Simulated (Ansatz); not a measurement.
A structure relaxed at PBE0-D4/def2-TZVP, charge 0, multiplicity 1:

```xyz
12

O    -2.491   -0.619   -0.486
N    -1.290   -0.321   -0.252
C    -0.799   -0.348    1.018
C     0.509   -0.025    1.290
C     1.372    0.341    0.268
C     0.863    0.367   -1.022
C    -0.450    0.038   -1.262
H    -1.528   -0.642    1.759
H     0.843   -0.065    2.319
H     2.403    0.597    0.469
H     1.484    0.644   -1.864
H    -0.916    0.035   -2.236
```

Question: Give its formula and SMILES.

Answer: C5H5NO, `[O-][n+]1ccccc1`.

Question: Point group (tolerance 0.08 Å, 0.16 Å for H)?

Answer: C2v.

Question: Summarise the bond lengths by kind.

Answer: 1 × N–O 1.260 Å; 2 × C–N 1.362 Å; 4 × C–C 1.375 to 1.386 Å; 5 × C–H 1.080 to 1.083 Å.

Program: Ansatz 0.2.0.
